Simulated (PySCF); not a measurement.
Se(Et)(SeH) (C₂H₆Se₂), SMILES [SeH][Se]CC. Atoms are numbered in the order given.

```xyz
10

Se     0.0984    -0.5789     0.8788
C     -0.4155    -1.8381    -0.5650
C     -1.7178    -1.4921    -1.2652
H     -0.4763    -2.8030    -0.0339
H      0.4306    -1.8947    -1.2647
H     -1.6495    -0.5064    -1.7510
H     -2.5597    -1.4674    -0.5567
H     -1.9435    -2.2378    -2.0464
Se     0.4064     1.3942    -0.3688
H      1.8331     1.1717    -0.7046
```

Geometry optimised at B3LYP-D3(BJ)/def2-SVP. The values are those of a single conformer.

Two levels are set side by side: PBE/pcSseg-1 (PySCF) and B3LYP/pcSseg-1 (PySCF). GIAO shifts against Me2Se (⁷⁷Se), TMS (¹H), TMS (¹³C) at the same level; non-relativistic, no solvent, atoms listed together averaged. Differences are taken from unrounded values.

```tsv
quantity	B3LYP	PBE	PBE minus B3LYP
δ(⁷⁷Se) of Se1 (ppm)	415.2	418.6	3.4
δ(¹³C) of C2 (ppm)	42.3	43.0	0.7
δ(¹³C) of C3 (ppm)	19.7	19.5	-0.2
δ(⁷⁷Se) of Se9 (ppm)	13.8	0.7	-13.1
δ(¹H) of H10 (ppm)	3.29	3.44	0.15
```

Rough cost on one machine, each run with all the roots and properties that it gave: B3LYP against PBE within a factor of 2.
